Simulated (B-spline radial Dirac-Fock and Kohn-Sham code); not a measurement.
**Magnetic form factor of the 4d shell of Ce¹⁶⁺**

System: cerium as Ce¹⁶⁺, configuration 1s2 2s2 2p6 3s2 3p6 3d10 4s2 4p6 4d6.

Calculated with a radial B-spline solver, using configuration-average Dirac-Fock orbitals. ⟨j_K⟩ is the integral of the 4d radial density with the spherical Bessel function j_K(4πsr), s = sin θ/λ.

```
s (Å⁻¹)     ⟨j0⟩    ⟨j2⟩    ⟨j4⟩
      0   1.0000  0.0000  0.0000
   0.07   0.9813  0.0075  0.0000
   0.09   0.9692  0.0122  0.0001
    0.1   0.9621  0.0150  0.0001
   0.13   0.9367  0.0250  0.0002
   0.15   0.9165  0.0328  0.0004
   0.18   0.8818  0.0461  0.0008
   0.22   0.8282  0.0662  0.0018
   0.27   0.7517  0.0939  0.0039
   0.32   0.6679  0.1227  0.0072
   0.38   0.5626  0.1563  0.0130
   0.46   0.4235  0.1947  0.0244
   0.56   0.2672  0.2261  0.0435
   0.67   0.1330  0.2351  0.0683
   0.81   0.0273  0.2118  0.0985
   0.97  -0.0182  0.1565  0.1211
   1.17  -0.0100  0.0812  0.1240
   1.41   0.0248  0.0195  0.0980
```

Radial moments of the shell: ⟨r²⟩ = 0.5233, ⟨r⁴⟩ = 0.4116, ⟨r⁶⟩ = 0.4462 in powers of bohr.
